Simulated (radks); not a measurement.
Mg, configuration [Ne] 3s2.

Calculated with a radial shooting solver on a logarithmic mesh with Libxc functionals: non-relativistic Kohn-Sham, LDA (Slater exchange, VWN5 correlation), spin-unpolarised, spherical densities, point nucleus.

Energy parts (hartree):
| part | energy |
|---|---|
| total | -199.13941 |
| kinetic | 198.54150 |
| electron-nucleus | -477.89915 |
| Hartree | 95.67329 |
| exchange-correlation | -15.45505 |

Orbitals (lengths in bohr, moments of r in powers of bohr):
| orbital | occ. | eigenvalue (hartree) | <r^2> |
|---|---|---|---|
| 1s | 2 | -45.97317 | 0.02327 |
| 2s | 2 | -2.90375 | 0.5950 |
| 2p | 6 | -1.71897 | 0.6149 |
| 3s | 2 | -0.17543 | 11.56 |

The highest occupied level is 3s at -4.774 eV. The density falls to 0.001 e/bohr^3 at r = 4.52 bohr. Virial ratio -V/T = 2.00301. Summed over all electrons, <r^2> = 28.05 bohr^2, which gives a Langevin (diamagnetic) susceptibility term of -22.2 x 10^-6 cm^3/mol. The electron density at the nucleus is 1086 e/bohr^3.
